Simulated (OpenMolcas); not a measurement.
Ni3+ (d7) in a complex was computed by CASSCF with the d shell active (OpenMolcas, ANO-RCC-VDZP on the metal). Its lowest spin-free states, and all those of the highest spin:

| 2S+1 | Degeneracy | E (cm-1) |
| --- | --- | --- |
| 4 | 1 | 0.0 |
| 4 | 3 | 3232 |
| 4 | 3 | 6400 |
| 2 | 3 | 18493 |
| 2 | 1 | 18662 |
| 2 | 2 | 18879 |
| 4 | 3 | 20908 |
| 2 | 3 | 21612 |
| 2 | 3 | 23607 |
| 2 | 3 | 23657 |
| 2 | 2 | 24050 |
| 2 | 3 | 27133 |

Question: Is the site octahedral, tetrahedral or cube-like, axial, or of lower symmetry?

Answer: The states with 2S+1 = 4 have orbital degeneracies 1, 3, 3, 3. Threefold states need a cubic site. For d7 at this spin an octahedron puts the threefold T1 below the threefold T2 and a tetrahedron or cube puts the single A2 below the threefold T2, so the site is a tetrahedron or a cube, which this pattern cannot tell apart. The first gap at this spin, 3230 cm-1, is |10Dq| in ligand-field theory. The run had Ni3+ with 4 ligands (bromide) in tetrahedral coordination (Td) at 2.38 Å. A charge of +0.25 e stands 2.8 Å behind each ligand. Ligand basis ANO-RCC-VDZP.

Without dynamic correlation the repulsion within the d shell is too large (B by tens of per cent), so at a given field states of lower spin stand too high. The least metal-like active orbital is 83 % on the metal (Löwdin) and no ligand orbital is active, so the numbers are rough. Ligand-to-metal charge-transfer states are missing. This ion would oxidise such ligands; the complex is a model and need not exist. With no ligand orbital active B as a rule stays too high, so bands that hang on it stand too high and its fall with covalency is understated. With metal d orbitals alone and no dynamic correlation the field as a rule comes out too small, by tens of per cent, by up to half for chloride and softer ligands, and the orbital part of g and χT, which goes as 1/10Dq, too large. No measured value stands beside these numbers; the geometry was imposed, not optimised, and the real ion may take another.
